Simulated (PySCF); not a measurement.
Compound: C₆H₁₂N₂O.
Z-matrix (Å and degrees, PBE0-D3(BJ)/def2-SVP geometry), rows numbered from 1:
```
C 
C   1  1.5229
N   2  1.4424  1  114.94
C   3  1.4582  2  121.06  1   -69.81
C   4  1.5315  3  103.49  2   156.74
O   5  1.4039  4  109.36  3  -133.65
C   6  1.3944  5  114.24  4  -170.69
C   5  1.5125  4  100.13  3   -12.03
N   8  1.2823  5  113.03  4     6.50
H   1  1.1006  2  110.68  3  -178.51
H   1  1.1003  2  110.22  3   -58.80
H   1  1.1011  2  111.92  3    61.49
H   2  1.1008  1  110.04  3   120.51
H   2  1.1026  1  110.64  3  -121.79
H   4  1.0996  3  111.27  2   -80.68
H   4  1.1063  3  112.21  2    41.36
H   5  1.1116  4  112.07  3   105.35
H   7  1.1085  6  111.84  5    57.33
H   7  1.1067  6  112.71  5   -64.41
H   7  1.0988  6  107.65  5   176.43
H   8  1.0912  5  126.35  4  -176.16
```

All values: PBE0/pcSseg-1 (PySCF, non-relativistic), on one gas-phase PBE0-D3(BJ)/def2-SVP geometry that isn't relaxed in the solvent. The solvent is an IEF-PCM continuum (Bondi radii, 1.10 Å for H, scaled by 1.2). Specific hydrogen bonds and non-electrostatic terms are outside this model.

```
run  E − E(gas) (kcal/mol)  HOMO (eV)  HOMO–LUMO gap (eV)  dipole (D)
gas                   0.00      -5.87                6.00        1.53
  P                  -2.36      -5.89                5.98        1.75
  Q                  -6.25      -5.97                5.94        2.17
```

**Question.** The runs were made in cyclohexane and dimethylsulfoxide. Which run belongs to which solvent?

**Answer.** P = cyclohexane, Q = dimethylsulfoxide. The dielectric constants are 2.017 (cyclohexane), 46.83 (dimethylsulfoxide), and the energy falls further as ε rises. In this model the ground state sees the solvent through ε alone.

**Question.** How constant is the ratio of the lowering to (ε − 1)/(2ε + 1)?

**Answer.** 
```json
{"solvent": "cyclohexane", "(ε − 1)/(2ε + 1)": "0.202", "E − E(gas) (kcal/mol)": "-2.36", "ratio (kcal/mol)": "-11.7", "polarisation term (kcal/mol)": "-2.49"}
{"solvent": "dimethylsulfoxide", "(ε − 1)/(2ε + 1)": "0.484", "E − E(gas) (kcal/mol)": "-6.25", "ratio (kcal/mol)": "-12.9", "polarisation term (kcal/mol)": "-7.29"}
```

The ratio changes by +10.6 % in size from cyclohexane to dimethylsulfoxide. The polarisation term is half the interaction of the solute with the induced surface charges.
